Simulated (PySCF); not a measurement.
Computed structure and properties of [Sm(OH)3(NH3)]−

System: [Sm(OH)3(NH3)]− (singlet in the valence; each metal's 4f electrons, 6 of them, lie in its core potential, out of spins and levels); start: template (C1). Method: PySCF 2.14.0, RKS PBE0, Sm lcecp-0-SVP with ECP52, O def2-SVP, H def2-SVP, N def2-SVP; non-relativistic Hamiltonian with scalar-relativistic core potentials where named; density fitting; no spin-orbit coupling.

Input of the relaxation:

```python
mol = gto.M(atom='''
Sm     0.01785    -0.01672     0.01445
O      1.36805     1.33348     1.36465
H      1.88765     1.60558     2.13175
O     -1.33235    -1.36692     1.36465
H     -1.85195    -1.63902     2.13175
O      1.36805    -1.36692    -1.33575
H      1.88765    -2.13402    -1.60785
N     -1.55105     1.55218    -1.55445
H     -2.16425     2.16538    -1.01745
H     -1.01405     2.16538    -2.16765
H     -2.16425     1.01518    -2.16765''',
    basis={'Sm': 'lcecp-0-SVP', 'O': 'def2-SVP', 'H': 'def2-SVP', 'N': 'def2-SVP'},
    ecp={'Sm': 'lcecp-0-SVP'},
    charge=-1, spin=0)
mf = dft.RKS(mol, xc='PBE0')
mf.grids.atom_grid = (50, 194)  # f atoms: unpruned, at least (60, 302)
mf = mf.density_fit()  # fitting sets: Sm AutoAux, O def2-universal-JKFIT, H def2-universal-JKFIT, N def2-universal-JKFIT
mf.conv_tol = 1e-08; mf.max_cycle = 55
mf.kernel(dm0)  # dm0: converged density of the start geometry
# quasi-Newton relaxation in Cartesian coordinates to a largest gradient under 0.00045 Eh/bohr, steps kept in the point group
```

Run from Python with OMP_NUM_THREADS=2; the lines above give its settings. Where DIIS fails, smearing, a level shift and second-order steps follow.
It took 3.4 min on 2 threads of Arm Neoverse V2, with other jobs on the host, from the converged density of the start.

Course of the relaxation:

| step | energy above end (eV) | largest force component within the symmetry (eV/Å) |
| --- | --- | --- |
| 0 | 0.3491 | 1.038 |
| 1 | 0.2406 | 0.713 |
| 2 | 0.1291 | 0.889 |
| 3 | 0.1246 | 1.385 |
| 4 | 0.0795 | 0.213 |
| 5 | 0.0629 | 0.179 |
| 6 | 0.0569 | 0.652 |
| 7 | 0.0471 | 0.263 |
| 34 | 0.0002 | 0.036 |
| 35 | 0.0001 | 0.046 |
| 36 | 0.0000 | 0.031 |
| 37 | 0.0001 | 0.044 |
| 38 | 0.0000 | 0.025 |
| 39 | 0.0000 | 0.011 |
(The steps between are left out.)

Relaxed geometry (C1, nearly C3):

```xyz
11

Sm    0.2364   -0.2787    0.3220
O     1.3054    1.5126    1.3046
H     1.7748    2.2151    1.7594
O    -1.6103   -1.2045    1.3457
H    -2.3151   -1.6598    1.8110
O     1.2200   -1.3827   -1.4466
H     1.6900   -1.8795   -2.1200
N    -1.3118    1.3416   -1.3022
H    -1.9254    1.9141   -0.7274
H    -0.7275    1.9562   -1.8636
H    -1.8851    0.7793   -1.9264
```

```tsv
contact	Å
Sm1–O2 (OH)	2.306
Sm1–O4 (OH)	2.306
Sm1–O6 (OH)	2.305
Sm1–N8 (NH3)	2.768
```

On the finer grid (75, 302):

| Quantity | Value |
| --- | --- |
| HOMO | not given (4f levels lie in the core) |
| LUMO | not given (4f levels lie in the core) |
| Dipole about the centre of mass | 4.09 D |
| Set of Mulliken populations of Sm1 outside the core potential | s 2.14, p 6.37, d 1.04, f 0.04 |
| D3(BJ) dispersion energy (not in the energies) | -0.152 eV |

```csv
atom,Mulliken (e),Löwdin (e),spin (e)
Sm1,0.42,0.16,0.00
O2,-0.62,-0.47,0.00
H3,0.10,0.02,0.00
O4,-0.62,-0.47,0.00
H5,0.10,0.02,0.00
O6,-0.62,-0.47,0.00
H7,0.10,0.02,0.00
N8,-0.26,-0.05,0.00
H9,0.14,0.08,0.00
H10,0.13,0.08,0.00
H11,0.13,0.08,0.00
```

The 4f levels lie in the core potential and are missing. Their spin isn't counted.

No frequency check is given for this geometry.

Taking off one OH (charge -1, singlet; the rest: singlet) in vacuum, both parts rigid, costs 4.29 eV; the small basis without counterpoise inflates it.

Rigid scan of OH along the line from its metal:

(distance to O2 (Å), energy (eV)): (2.01, 0.639), (2.11, 0.243), (2.21, 0.052), (2.31, 0.000), (2.41, 0.040), (2.51, 0.139), (2.71, 0.431), (3.01, 0.933), (3.41, 1.550), (3.91, 2.174)

Taking off one NH3 (charge 0, singlet; the rest: singlet) in vacuum, both parts rigid, costs 0.47 eV; the small basis without counterpoise inflates it.

Rigid scan of NH3 along the line from its metal:

| distance to N8 (Å) | energy (eV) |
| --- | --- |
| 2.47 | 0.178 |
| 2.57 | 0.068 |
| 2.67 | 0.015 |
| 2.77 | 0.000 |
| 2.87 | 0.010 |
| 2.97 | 0.035 |
| 3.17 | 0.107 |
| 3.47 | 0.224 |
| 3.87 | 0.350 |
| 4.37 | 0.446 |

One start shape was tried, so this needn't be the lowest isomer.

An lcecp potential fixes the number of 4f electrons, so in runs with it no electron can move into or out of that shell.
